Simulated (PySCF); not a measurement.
A run for PySCF: R-MP2/6-31G* on CH2O (SMILES [CH]O).

```python
from pyscf import gto, scf, dft, mp
from pyscf.data.elements import chemcore

mol = gto.M(
    atom='''
    C     0.62644487    0.54950909   -0.00418751
    O    -0.67175031    0.42398797    0.01015716
    H     1.06284402   -0.48198043   -0.01520662
    H    -1.01753857   -0.49151664    0.00923698
    ''',
    basis='6-31g*',
    cart=True,
    charge=0, spin=0, verbose=3, max_memory=1800)
mf = scf.RHF(mol)
mf.conv_tol = 1e-8
mf.max_cycle = 100
mf.kernel()
if not mf.converged:
    mf = mf.newton().run(mf.mo_coeff, mf.mo_occ)
pt = mp.MP2(mf, frozen=chemcore(mol)).run()
```

It printed:

```
converged SCF energy = -113.77371650696
E(RMP2) = -114.060997336477  E_corr = -0.28728082951697
E(SCS-RMP2) = -114.057087616831  E_corr = -0.283371109871152
```

The calculation finished and met its thresholds.

Cost: roughly 0.16 core-seconds.
